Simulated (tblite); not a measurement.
Compound: C₅H₈OSi.
Numbering: `[CH:1]#[C:2][C@H:3]([CH3:4])[C:5](=[O:6])[SiH3:7]` (hydrogens: H8 on C1; H9 on C3; H10, H11, H12 on C4; H13, H14, H15 on Si7)

Computed geometry: GFN2-xTB, gas phase.

Give the optimised bond lengths and angles.

```json
{"bond": "C1≡C2", "length (bohr)": "2.262", "order": "triple"}
{"bond": "C2–C3", "length (bohr)": "2.739", "order": "single"}
{"bond": "C3–C4", "length (bohr)": "2.890", "order": "single"}
{"bond": "C3–C5", "length (bohr)": "2.887", "order": "single"}
{"bond": "C5=O6", "length (bohr)": "2.284", "order": "double"}
{"bond": "C5–Si7", "length (bohr)": "3.636", "order": "single"}
{"bond": "C1–H8", "length (bohr)": "1.982", "order": "single"}
{"bond": "C3–H9", "length (bohr)": "2.074", "order": "single"}
{"bond": "C4–H10, C4–H11, C4–H12", "length (bohr)": "2.056", "order": "single"}
{"bond": "Si7–H13, Si7–H14, Si7–H15", "length (bohr)": "2.761", "order": "single"}
```

Bonds in one row agree within 0.02 bohr and their mean is given. Orders are formal, as drawn. A selection of angles:
```json
{"angle": "C2–C1–H8", "degrees": "178.5"}
{"angle": "C1–C2–C3", "degrees": "178.7"}
{"angle": "C2–C3–C4", "degrees": "111.2"}
{"angle": "C2–C3–C5", "degrees": "106.8"}
{"angle": "C2–C3–H9", "degrees": "108.8"}
{"angle": "C4–C3–C5", "degrees": "111.2"}
{"angle": "C4–C3–H9", "degrees": "110.2"}
{"angle": "C5–C3–H9", "degrees": "108.6"}
{"angle": "C3–C4–H10", "degrees": "110.6"}
{"angle": "C3–C4–H11", "degrees": "110.1"}
{"angle": "H10–C4–H11", "degrees": "108.9"}
{"angle": "C3–C5–O6", "degrees": "120.8"}
{"angle": "C3–C5–Si7", "degrees": "119.3"}
{"angle": "O6–C5–Si7", "degrees": "119.9"}
{"angle": "C5–Si7–H13", "degrees": "106.7"}
{"angle": "C5–Si7–H14", "degrees": "109.1"}
{"angle": "H13–Si7–H14", "degrees": "110.4"}
{"angle": "H13–Si7–H15", "degrees": "111.1"}
```

Torsions: C2–C3–C5–O6 -110° (anticlinal).

The C–C distances run from 1.197 Å (C1≡C2, drawn triple) to 1.529 Å (C3–C4, drawn single), a spread of 0.332 Å. Si7 (SiH3 silicon) is tetrahedral (angles from 106.7° to 112.4°). Of the pairs four or more bonds apart, Si7···H10 is among the closest relative to their van der Waals radii: 2.89 Å, 88 % of the sum of Bondi's values.

Point group: C1 (no symmetry element, even within 0.4 Å). Its GFN2-xTB frequencies are all real (lowest 41 cm⁻¹). The numbers are those of one conformer. 3 starts were optimised and ended at 0.00, 0.47 and 0.75 kcal/mol (GFN2-xTB); the lowest of these is shown.
